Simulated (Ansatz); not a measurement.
Molecular dynamics of C2H6F3NSi

The input (input.yaml):

```yaml
crystal:
  periodic: [false, false, false]
  atoms:
    - { symbol: Si, position_ang: [0.005444, -0.014442, 0.037917] }
    - { symbol: "N", position_ang: [0.094234, -0.266492, 1.761018] }
    - { symbol: C, position_ang: [-1.158356, -0.449088, 2.545009] }
    - { symbol: H, position_ang: [-1.896233, -1.000956, 1.934407] }
    - { symbol: H, position_ang: [-0.95765, -1.043651, 3.457741] }
    - { symbol: H, position_ang: [-1.624439, 0.508896, 2.867589] }
    - { symbol: C, position_ang: [1.173201, 0.402793, 2.539565] }
    - { symbol: H, position_ang: [1.421699, -0.188027, 3.44305] }
    - { symbol: H, position_ang: [2.081544, 0.472764, 1.913489] }
    - { symbol: H, position_ang: [0.905617, 1.429249, 2.876918] }
    - { symbol: F, position_ang: [1.516503, -0.092062, -0.561709] }
    - { symbol: F, position_ang: [-0.627746, 1.415488, -0.41967] }
    - { symbol: F, position_ang: [-0.932217, -1.174473, -0.612224] }
basis:
  gaussian: { orbitals: STO-3G }
hamiltonian:
  xc: b3lyp
md:
  timestep: 0.5
  n_steps: 150
  ensemble: nve
  temperature: 200.0
  initial_velocities: maxwell_boltzmann
  seed: 721920
```

Run as:

```bash
$ ansatz run input.yaml --threads 1 --pin off --max-ram 2048MiB --backend cpu --events-out ev --progress --plain --runs-dir out
```

It starts from a relaxed structure.

Output, in part (one step line in 3, the closing report, with atoms numbered from 0):

```
md step     0: t =     0.00 fs  T =   200.0 K  F+E_penalty+E_count = -19436.43309595 eV  E_kin = 0.284372 eV  conserved = -19436.14872395 eV  (21 SCF iters)
md step     3: t =     1.50 fs  T =   141.6 K  F+E_penalty+E_count = -19436.34829605 eV  E_kin = 0.201346 eV  conserved = -19436.14695021 eV  (26 SCF iters)
md step     6: t =     3.00 fs  T =    89.4 K  F+E_penalty+E_count = -19436.27343724 eV  E_kin = 0.127159 eV  conserved = -19436.14627809 eV  (20 SCF iters)
md step     9: t =     4.50 fs  T =   101.4 K  F+E_penalty+E_count = -19436.29185918 eV  E_kin = 0.144129 eV  conserved = -19436.14773022 eV  (20 SCF iters)
md step    12: t =     6.00 fs  T =    74.0 K  F+E_penalty+E_count = -19436.25239077 eV  E_kin = 0.105279 eV  conserved = -19436.14711226 eV  (19 SCF iters)
md step    15: t =     7.50 fs  T =    58.4 K  F+E_penalty+E_count = -19436.22892343 eV  E_kin = 0.083011 eV  conserved = -19436.14591293 eV  (19 SCF iters)
md step    18: t =     9.00 fs  T =   133.6 K  F+E_penalty+E_count = -19436.33777103 eV  E_kin = 0.189904 eV  conserved = -19436.14786720 eV  (19 SCF iters)
md step    21: t =    10.50 fs  T =   156.2 K  F+E_penalty+E_count = -19436.37011188 eV  E_kin = 0.222071 eV  conserved = -19436.14804054 eV  (26 SCF iters)
md step    24: t =    12.00 fs  T =   105.8 K  F+E_penalty+E_count = -19436.29685093 eV  E_kin = 0.150495 eV  conserved = -19436.14635580 eV  (20 SCF iters)
md step    27: t =    13.50 fs  T =   107.9 K  F+E_penalty+E_count = -19436.30048829 eV  E_kin = 0.153422 eV  conserved = -19436.14706613 eV  (20 SCF iters)
md step    30: t =    15.00 fs  T =   115.1 K  F+E_penalty+E_count = -19436.31161588 eV  E_kin = 0.163707 eV  conserved = -19436.14790886 eV  (26 SCF iters)
md step    33: t =    16.50 fs  T =    73.0 K  F+E_penalty+E_count = -19436.25000885 eV  E_kin = 0.103752 eV  conserved = -19436.14625691 eV  (20 SCF iters)
md step    36: t =    18.00 fs  T =    97.2 K  F+E_penalty+E_count = -19436.28506122 eV  E_kin = 0.138164 eV  conserved = -19436.14689759 eV  (20 SCF iters)
md step    39: t =    19.50 fs  T =   140.9 K  F+E_penalty+E_count = -19436.34858923 eV  E_kin = 0.200328 eV  conserved = -19436.14826084 eV  (26 SCF iters)
md step    42: t =    21.00 fs  T =    98.8 K  F+E_penalty+E_count = -19436.28741923 eV  E_kin = 0.140550 eV  conserved = -19436.14686884 eV  (20 SCF iters)
md step    45: t =    22.50 fs  T =    71.3 K  F+E_penalty+E_count = -19436.24771890 eV  E_kin = 0.101371 eV  conserved = -19436.14634760 eV  (20 SCF iters)
md step    48: t =    24.00 fs  T =   100.6 K  F+E_penalty+E_count = -19436.29072712 eV  E_kin = 0.143038 eV  conserved = -19436.14768915 eV  (19 SCF iters)
md step    51: t =    25.50 fs  T =    91.1 K  F+E_penalty+E_count = -19436.27672336 eV  E_kin = 0.129566 eV  conserved = -19436.14715728 eV  (20 SCF iters)
md step    54: t =    27.00 fs  T =    84.7 K  F+E_penalty+E_count = -19436.26667576 eV  E_kin = 0.120414 eV  conserved = -19436.14626153 eV  (20 SCF iters)
md step    57: t =    28.50 fs  T =   138.2 K  F+E_penalty+E_count = -19436.34449904 eV  E_kin = 0.196566 eV  conserved = -19436.14793297 eV  (20 SCF iters)
md step    60: t =    30.00 fs  T =   131.7 K  F+E_penalty+E_count = -19436.33498773 eV  E_kin = 0.187269 eV  conserved = -19436.14771857 eV  (19 SCF iters)
md step    63: t =    31.50 fs  T =    74.4 K  F+E_penalty+E_count = -19436.25218282 eV  E_kin = 0.105790 eV  conserved = -19436.14639300 eV  (19 SCF iters)
md step    66: t =    33.00 fs  T =    69.6 K  F+E_penalty+E_count = -19436.24595415 eV  E_kin = 0.098986 eV  conserved = -19436.14696792 eV  (19 SCF iters)
md step    69: t =    34.50 fs  T =    78.5 K  F+E_penalty+E_count = -19436.25919724 eV  E_kin = 0.111613 eV  conserved = -19436.14758398 eV  (19 SCF iters)
md step    72: t =    36.00 fs  T =    65.4 K  F+E_penalty+E_count = -19436.23920399 eV  E_kin = 0.092987 eV  conserved = -19436.14621725 eV  (20 SCF iters)
md step    75: t =    37.50 fs  T =   119.7 K  F+E_penalty+E_count = -19436.31740146 eV  E_kin = 0.170130 eV  conserved = -19436.14727177 eV  (19 SCF iters)
md step    78: t =    39.00 fs  T =   164.1 K  F+E_penalty+E_count = -19436.38160198 eV  E_kin = 0.233391 eV  conserved = -19436.14821106 eV  (26 SCF iters)
md step    81: t =    40.50 fs  T =   120.9 K  F+E_penalty+E_count = -19436.31880677 eV  E_kin = 0.171940 eV  conserved = -19436.14686632 eV  (20 SCF iters)
md step    84: t =    42.00 fs  T =    88.4 K  F+E_penalty+E_count = -19436.27235776 eV  E_kin = 0.125756 eV  conserved = -19436.14660144 eV  (20 SCF iters)
md step    87: t =    43.50 fs  T =    91.7 K  F+E_penalty+E_count = -19436.27795206 eV  E_kin = 0.130379 eV  conserved = -19436.14757355 eV  (19 SCF iters)
md step    90: t =    45.00 fs  T =    64.5 K  F+E_penalty+E_count = -19436.23853147 eV  E_kin = 0.091720 eV  conserved = -19436.14681123 eV  (19 SCF iters)
md step    93: t =    46.50 fs  T =    69.0 K  F+E_penalty+E_count = -19436.24434271 eV  E_kin = 0.098086 eV  conserved = -19436.14625677 eV  (19 SCF iters)
md step    96: t =    48.00 fs  T =   136.1 K  F+E_penalty+E_count = -19436.34147553 eV  E_kin = 0.193475 eV  conserved = -19436.14800052 eV  (20 SCF iters)
md step    99: t =    49.50 fs  T =   138.0 K  F+E_penalty+E_count = -19436.34377715 eV  E_kin = 0.196256 eV  conserved = -19436.14752140 eV  (19 SCF iters)
md step   102: t =    51.00 fs  T =   100.2 K  F+E_penalty+E_count = -19436.28895168 eV  E_kin = 0.142450 eV  conserved = -19436.14650194 eV  (19 SCF iters)
md step   105: t =    52.50 fs  T =   102.8 K  F+E_penalty+E_count = -19436.29332792 eV  E_kin = 0.146114 eV  conserved = -19436.14721423 eV  (20 SCF iters)
md step   108: t =    54.00 fs  T =    95.8 K  F+E_penalty+E_count = -19436.28375955 eV  E_kin = 0.136248 eV  conserved = -19436.14751159 eV  (26 SCF iters)
md step   111: t =    55.50 fs  T =    69.4 K  F+E_penalty+E_count = -19436.24479849 eV  E_kin = 0.098704 eV  conserved = -19436.14609428 eV  (23 SCF iters)
md step   114: t =    57.00 fs  T =   118.1 K  F+E_penalty+E_count = -19436.31524196 eV  E_kin = 0.167890 eV  conserved = -19436.14735231 eV  (20 SCF iters)
md step   117: t =    58.50 fs  T =   152.1 K  F+E_penalty+E_count = -19436.36425747 eV  E_kin = 0.216217 eV  conserved = -19436.14804030 eV  (26 SCF iters)
md step   120: t =    60.00 fs  T =   109.9 K  F+E_penalty+E_count = -19436.30293597 eV  E_kin = 0.156249 eV  conserved = -19436.14668685 eV  (19 SCF iters)
md step   123: t =    61.50 fs  T =    90.9 K  F+E_penalty+E_count = -19436.27592796 eV  E_kin = 0.129273 eV  conserved = -19436.14665522 eV  (19 SCF iters)
md step   126: t =    63.00 fs  T =   102.6 K  F+E_penalty+E_count = -19436.29339762 eV  E_kin = 0.145823 eV  conserved = -19436.14757420 eV  (20 SCF iters)
md step   129: t =    64.50 fs  T =    81.2 K  F+E_penalty+E_count = -19436.26225164 eV  E_kin = 0.115481 eV  conserved = -19436.14677043 eV  (20 SCF iters)
md step   132: t =    66.00 fs  T =    92.2 K  F+E_penalty+E_count = -19436.27749414 eV  E_kin = 0.131134 eV  conserved = -19436.14636054 eV  (20 SCF iters)
md step   135: t =    67.50 fs  T =   155.5 K  F+E_penalty+E_count = -19436.36912367 eV  E_kin = 0.221034 eV  conserved = -19436.14808980 eV  (26 SCF iters)
md step   138: t =    69.00 fs  T =   144.8 K  F+E_penalty+E_count = -19436.35329706 eV  E_kin = 0.205879 eV  conserved = -19436.14741818 eV  (20 SCF iters)
md step   141: t =    70.50 fs  T =    99.2 K  F+E_penalty+E_count = -19436.28749367 eV  E_kin = 0.140998 eV  conserved = -19436.14649594 eV  (20 SCF iters)
md step   144: t =    72.00 fs  T =    93.9 K  F+E_penalty+E_count = -19436.28068783 eV  E_kin = 0.133512 eV  conserved = -19436.14717536 eV  (19 SCF iters)
md step   147: t =    73.50 fs  T =    82.3 K  F+E_penalty+E_count = -19436.26433779 eV  E_kin = 0.116985 eV  conserved = -19436.14735276 eV  (19 SCF iters)
md step   150: t =    75.00 fs  T =    63.5 K  F+E_penalty+E_count = -19436.23632199 eV  E_kin = 0.090260 eV  conserved = -19436.14606156 eV  (22 SCF iters)
Total energy: -19436.23651549 eV, -714.2685175902 hartree
Atom 0 at     0.012533    -0.010067     0.053542 Å, force    -0.522294     0.016146    -0.732451 eV/Å
Atom 1 at     0.109846    -0.268483     1.767292 Å, force     1.016089     0.164895     0.807647 eV/Å
Atom 2 at    -1.109476    -0.604348     2.524243 Å, force    -1.283506    -0.092014    -0.905993 eV/Å
Atom 3 at    -1.766705    -1.191849     1.824326 Å, force     0.284755     0.236898     0.666776 eV/Å
Atom 4 at    -0.911596    -1.210621     3.421661 Å, force     0.211113    -0.152686     0.134475 eV/Å
Atom 5 at    -1.694380     0.293529     2.843015 Å, force     0.124033    -0.132418     0.060828 eV/Å
Atom 6 at     1.097084     0.542050     2.560862 Å, force    -2.240089     0.083429     2.123523 eV/Å
Atom 7 at     1.390776     0.111608     3.561166 Å, force    -0.007061    -0.642424    -1.094587 eV/Å
Atom 8 at     1.947144     0.714844     1.956059 Å, force     1.814441     0.429566    -0.933060 eV/Å
Atom 9 at     0.663844     1.511970     2.913176 Å, force     0.096402     0.130519    -0.694958 eV/Å
Atom 10 at     1.480472    -0.167007    -0.620939 Å, force     0.181176    -0.022109     0.060650 eV/Å
Atom 11 at    -0.524890     1.469390    -0.421169 Å, force     0.071816    -0.458204     0.219799 eV/Å
Atom 12 at    -0.987818    -1.151029    -0.580945 Å, force     0.253125     0.438402     0.287352 eV/Å
Dipole moment:    -0.046472     0.094139     0.200739 e Å
```

All steps were run. The conserved energy stayed within 0.22 meV per atom of its start (net change 0.2 meV per atom), so the integration is sound. Over the second half the temperature averaged 0.53 of the 200 K drawn at the start: a run that starts near a minimum puts about half its kinetic energy into the potential. A run of 0.075 ps of so small a system gives no equilibrium averages. Limits of this set-up: minimal basis.

The same pairs are bonded in the first frame and the last. Pairs count as bonded within 1.25 times the sum of covalent radii (0.12 Å more for H–H).

Last frame:

```xyz
13
Properties=species:S:1:pos:R:3
Si 0.013 -0.010 0.053
N 0.110 -0.269 1.767
C -1.109 -0.604 2.524
H -1.767 -1.192 1.824
H -0.912 -1.211 3.422
H -1.694 0.293 2.843
C 1.097 0.542 2.561
H 1.391 0.112 3.561
H 1.947 0.715 1.956
H 0.664 1.512 2.913
F 1.480 -0.167 -0.621
F -0.525 1.469 -0.421
F -0.988 -1.151 -0.581
```

Run time: 8.7 min on 1 thread of Arm Neoverse V1 (shared host), peak memory 0.12 GiB.
